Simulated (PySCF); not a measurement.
# Gas-phase XPS of `CC(=S)CCB(F)F`, computed

C4H7BF2S.
Z-matrix (Å and degrees, PBE0-D3(BJ)/def2-SVP geometry), rows numbered from 1:
```
C 
C   1  1.4871
S   2  1.6334  1  122.82
C   2  1.4979  1  118.24  3   179.51
C   4  1.5180  2  111.84  1   162.11
B   5  1.5943  4  110.76  2    41.28
F   6  1.3538  5  117.61  4    65.68
F   6  1.3472  5  119.62  4  -147.15
H   1  1.0963  2  112.51  3    -9.91
H   1  1.1042  2  108.76  3   110.92
H   1  1.1024  2  110.12  3  -133.05
H   4  1.1091  2  105.25  1   -77.42
H   4  1.1043  2  109.17  1    34.70
H   5  1.1025  4  110.55  2   162.00
H   5  1.1016  4  109.98  2   -79.83
```

Computed, not measured: delta-SCF UKS SCAN, pcX-2 on the ionised atom, pcseg-1 elsewhere, spin-free X2C (PySCF 2.14.0). Each binding energy is the total energy of the core-ionised species, with the hole localised on one atom, minus that of the ground state; both are solved self-consistently, so orbital relaxation is included.

**Question.** What binding energy does each computed site have?

**Answer.** 
| atom(s) | bonded to | level | binding energy (eV) | above the level's lowest (eV) | count |
| --- | --- | --- | --- | --- | --- |
| C1 | C and 3 H | C 1s | 291.76 | +1.53 | 1 |
| C2 | S (double bond) and 2 C | C 1s | 292.63 | +2.40 | 1 |
| S3 | C (double bond) | S 1s | 2477.14 | 0.00 | 1 |
| C4 | 2 C and 2 H | C 1s | 291.47 | +1.24 | 1 |
| C5 | C, 2 H and B | C 1s | 290.23 | 0.00 | 1 |
| B6 | 2 F and C | B 1s | 197.65 | 0.00 | 1 |
| F7/F8 | B | F 1s | 691.82 | 0.00 | 2 |

Lowest listed C 1s: C5, bonded to C, 2 H and B. Highest, 2.40 eV above it: C2, bonded to S (double bond) and 2 C. The widest gap between neighbouring values is 1.24 eV, between 290.23 and 291.47 eV. Summing the Pauling electronegativity differences to the bonded atoms, each weighted by its formal bond order, gives -1.21 for the lowest site and +0.06 for the highest; no listed site has a larger sum than the highest.

**Question.** Which effective nuclear charge Zeff reproduces each element's mean 1s value in the hydrogen-like formula E = 13.606 eV × Zeff²?

**Answer.** B (Z = 5): mean 197.7 eV, Zeff = 3.81, Z − Zeff = 1.19; C (Z = 6): mean 291.5 eV, Zeff = 4.63, Z − Zeff = 1.37; F (Z = 9): mean 691.8 eV, Zeff = 7.13, Z − Zeff = 1.87; S (Z = 16): mean 2477.1 eV, Zeff = 13.49, Z − Zeff = 2.51. Means run over the listed sites, weighted by atom count.

**Question.** Which photon wavelength matches the C 1s of C4 threshold?

**Answer.** λ = hc/E = 12398.42 eV Å / 291.47 eV = 42.538 Å.

Topologically equivalent atoms share the value of their first member; where this conformer doesn't relate them by symmetry, their own values could differ. Not every level is listed. The unrestricted hole states depart most from a pure doublet (⟨S²⟩ = 0.75; over 0.85 named) for C 1s of C2 (0.99), which makes this value less certain. Geometry: PBE0-D3(BJ)/def2-SVP, one conformer, isolated molecule.

The run took 1.9 min wall on one thread of an Arm Neoverse V1, no GPU, on a shared host, and the process peaked at 0.70 GiB of memory.
